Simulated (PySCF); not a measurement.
Telling isomers of C5H10N2 apart by NMR

Relativity neglected, gas phase, one computed conformer, averaged over atoms made equivalent by symmetry, fast rotation or ring inversion. GFN2-xTB structure; GIAO PBE0/pcSseg-1 shieldings; spin–spin couplings from B3LYP/pcJ-1 (spin–dipole term left out of most H,H and C,H couplings); PySCF 2.14.

Chemical shifts δ = σref − σ; 1H (σref 31.72), 13C (σref 186.93) against TMS, all at this level. Multiplet labels drop J under 1 Hz and among equivalent protons, and merge close values. Unscaled 3J(H,H) run several per cent high. Where no couplings were computed, multiplicities follow the n + 1 count of equivalent neighbours, and m marks all less simple cases (inequivalent or close neighbours, rings, F or P nearby). Shifts are as computed. Against solution values, carbons near 30 ppm lie about +3 ppm off and those near 130 ppm about +5 ppm. Of 1211 compounds with measured shifts, 218 miss one by over three times the rms of a fit or turn the order of signals round; such compounds aren't used in these exercises. OH and NH positions are gas-phase values without hydrogen bonding to other molecules.

(1) Tabulate the signals of `C=N[C@@H]1C[C@H]1NC`, `C=N/N=C(\C)CC`, `C=CN(CC)N=C`, `C/C=N/N=C\CC` and their relative energies.

(2) What is the quickest way to tell C=N[C@@H]1C[C@H]1NC from C=N/N=C(\C)CC?

(3) What is the quickest way to tell C=N[C@@H]1C[C@H]1NC from C=CN(CC)N=C?

(4) What is the quickest way to tell C=CN(CC)N=C from C/C=N/N=C\CC?

Answers

(1) 
```json
{"SMILES": "C=N[C@@H]1C[C@H]1NC", "carbon types": "2×CH 2×CH2 1×CH3", "δC": "151.0, 56.2, 48.7, 38.6, 22.7", "δH": "7.88 (d, 1H), 7.08 (d, 1H), 2.66 (m, 1H), 2.58 (s, 3H), 2.54 (m, 1H), 1.33 (m, 1H), 1.23 (m, 1H), 0.68 (br s, 1H)", "E rel. (kcal/mol)": "3.3"}
{"SMILES": "C=N/N=C(\\C)CC", "carbon types": "1×C 2×CH2 2×CH3", "δC": "136.5, 117.7, 37.6, 14.6, 12.5", "δH": "6.16 (m, 1H), 6.13 (m, 1H), 2.23 (q, 2H), 1.67 (s, 3H), 1.17 (t, 3H)", "E rel. (kcal/mol)": "1.3"}
{"SMILES": "C=CN(CC)N=C", "carbon types": "1×CH 3×CH2 1×CH3", "δC": "142.9, 115.4, 94.0, 44.6, 11.9", "δH": "6.33 (d, 1H), 6.18 (dd, 1H), 6.11 (d, 1H), 5.28 (dd, 1H), 4.34 (dd, 1H), 3.38 (q, 2H), 1.03 (t, 3H)", "E rel. (kcal/mol)": "9.4"}
{"SMILES": "C/C=N/N=C\\CC", "carbon types": "2×CH 1×CH2 2×CH3", "δC": "134.4, 127.6, 24.4, 24.1, 13.2", "δH": "6.39 (q, 1H), 6.21 (t, 1H), 2.06 (d, 3H), 2.00 (m, 2H), 1.05 (t, 3H)", "E rel. (kcal/mol)": "0.0"}
```

Energies are electronic energies at PBE0/pcSseg-1 on these geometries, without zero-point or thermal terms, each for the one conformer computed, which needn't be the lowest.

(2) Both give the same number of carbon signals, but DEPT or the intensities differ. The first has a three-membered-ring carbon (CH) at 56.2 ppm, the second a C=N carbon (C) at 136.5 ppm. Their most deshielded carbons lie at 151.0 and 136.5 ppm. In the proton spectra the most deshielded non-exchanging signals are 7.88 (d, 1H) and 6.16 (m, 1H).

(3) Both give the same number of carbon signals, but DEPT or the intensities differ. The first has a three-membered-ring carbon (CH) at 56.2 ppm, the second an alkene carbon bearing nitrogen (CH) at 142.9 ppm. Their most deshielded carbons lie at 151.0 and 142.9 ppm. In the proton spectra the most deshielded non-exchanging signals are 7.88 (d, 1H) and 6.33 (d, J = 10.6 Hz, 1H).

(4) Both give the same number of carbon signals, but DEPT or the intensities differ. The first has a C=N carbon (CH2) at 115.4 ppm, the second an sp3 CH2 at 24.4 ppm. Their most deshielded carbons lie at 142.9 and 134.4 ppm.
